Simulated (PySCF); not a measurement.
One of the candidates below gave these computed data.

| technique | computed result |
| --- | --- |
| UV, first state | lowest singlet excitation: 5.20 eV (238 nm, f = 0.037) [TDDFT CAM-B3LYP/def2-SVPD] |
| Triplet | lowest triplet excitation (Tamm–Dancoff): 3.96 eV [TDA CAM-B3LYP/def2-SVPD] |
| Polarisability | 86.6 au [CAM-B3LYP/def2-SVPD] |
| Dipole | 2.61 D [CAM-B3LYP/def2-SVPD] |
| Rotational structure | rotational constants A, B, C: 2.017, 1.519, 1.004 GHz [GFN2-xTB] |
| UV, strongest line | among the 8 lowest singlet transitions: S4 at 6.55 eV (189 nm, f = 0.190) [TDDFT CAM-B3LYP/def2-SVPD] |

Gas-phase values; electronic properties from PySCF, density fitting. Levels stand in brackets. Geometry: GFN2-xTB, one conformer, isolated molecule.

Question: Which candidate is it?
A. `C=CN(C)C(=O)/C=C\F`
B. `N#C[C@@]12C=C[C@@H]1[C@H](F)C2=O`
C. `CN1CCC(C=O)=C1F`
D. `Fc1nc2ccccc2o1`

Answer: A. It is `C=CN(C)C(=O)/C=C\F`. Numbering: `[CH2:1]=[CH:2][N:3]([CH3:4])[C:5](=[O:6])/[CH:7]=[CH:8]\[F:9]`. Its formula, C6H8FNO, gives 3 degrees of unsaturation: 0 rings and 3 π bonds in the structure found. The optimised geometry has point group C1 and is an asymmetric top.

The others, at the same levels:
- `CN1CCC(C=O)=C1F` fails: its computed lowest singlet excitation is 4.24 eV (292 nm, f = 0.001) (against 5.20 eV), lowest triplet excitation (Tamm–Dancoff) is 3.07 eV (against 3.96 eV) and strongest line among the 8 lowest singlet transitions is S2 at 4.91 eV (253 nm, f = 0.502) (against S4 at 6.55 eV).
- `Fc1nc2ccccc2o1` fails: its computed strongest line among the 8 lowest singlet transitions is S6 at 7.01 eV (177 nm, f = 0.604) (against S4 at 6.55 eV), rotational constant A is 4.014 GHz (against 2.017 GHz) and smallest rotational constant is 0.824 GHz (against 1.004 GHz).
- `N#C[C@@]12C=C[C@@H]1[C@H](F)C2=O` fails: its computed lowest singlet excitation is 3.95 eV (314 nm, f = 0.004) (against 5.20 eV), lowest triplet excitation (Tamm–Dancoff) is 3.41 eV (against 3.96 eV) and strongest line among the 8 lowest singlet transitions is S6 at 6.98 eV (178 nm, f = 0.035) (against S4 at 6.55 eV).

Each candidate is one conformer, not necessarily the lowest. The conformers computed, where there is a choice (atom-mapped SMILES and torsion angles):
- `[CH2:1]=[CH:2][N:3]([CH3:4])[C:5](=[O:6])/[CH:7]=[CH:8]\[F:9]`: C1–C2–N3–C4 -9°, C2–N3–C5–O6 171°, N3–C5–C7–C8 -61°

The conformers of `CN1CCC(C=O)=C1F` aren't listed.
